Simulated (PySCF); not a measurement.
C5H7NOSi.
Atom-mapped SMILES: `[SiH3:1][O:2][c:3]1[cH:4][cH:5][cH:6][cH:7][n:8]1` (hydrogens: H9, H10, H11 on Si1; H12 on C4; H13 on C5; H14 on C6; H15 on C7)

Geometry (PBE0-D3(BJ)/def2-SVP, Å), atoms numbered from 1 in this order:
```xyz
15
C5H7NOSi angstrom
Si    -2.285    0.517   -0.294
O     -0.964   -0.414   -0.854
C      0.247   -0.129   -0.368
C      1.368   -0.856   -0.795
C      2.598   -0.512   -0.254
C      2.677    0.525    0.681
C      1.501    1.177    1.032
N      0.314    0.855    0.517
H     -3.419   -0.088   -1.047
H     -2.506    0.340    1.167
H     -2.148    1.951   -0.666
H      1.249   -1.655   -1.527
H      3.498   -1.052   -0.558
H      3.629    0.820    1.126
H      1.508    1.997    1.758
```

Level: PBE0/pcSseg-1 in PySCF, non-relativistic, on one gas-phase PBE0-D3(BJ)/def2-SVP geometry that isn't relaxed in the solvent. The solvent is an IEF-PCM continuum (cavity from Bondi-type radii × 1.2). Only the electrostatic response of the medium enters.

```
           medium  total energy (Eh)  HOMO (eV)  LUMO (eV)  dipole (D)
        gas phase        -613.699952     -7.096     -0.927       1.821
water (ε = 78.36)        -613.705908     -7.112     -0.903       2.475
```

Question: What is E(solvent) − E(gas) in water, in kJ/mol?

Answer: -613.705908 − (-613.699952) = -0.005956 Eh = -15.64 kJ/mol.

Question: Scale it by Onsager's factor (ε − 1)/(2ε + 1) to cyclohexane (ε = 2.017), and compare with the calculation.

Answer: The factor goes from 0.490 to 0.202, a ratio of 0.412, which gives -6.44 kJ/mol. The calculation gives -5.79 kJ/mol (total energy -613.702157 Eh), so the scaled value is 11.3 % too large in size.

Question: Scale the changes of the other columns the same way. What are the values in cyclohexane?

Answer: 
```
  quantity  scaled  computed  difference
 HOMO (eV)  -7.102    -7.080      -0.022
 LUMO (eV)  -0.917    -0.895      -0.022
dipole (D)   2.090     2.064      +0.026
```

Question: How does each lowering split into the polarisation term (half the interaction with the induced surface charges) and the distortion of the solute's density?

Answer: water: -18.06 + 2.42 kJ/mol, the distortion taking back 13 % of the polarisation term; cyclohexane: -6.10 + 0.31 kJ/mol, the distortion taking back 5 % of the polarisation term.

The run took about 50 s of CPU time (one thread, shared machine). This is the whole shielding run at PBE0/pcSseg-1 in cyclohexane, SCF included.
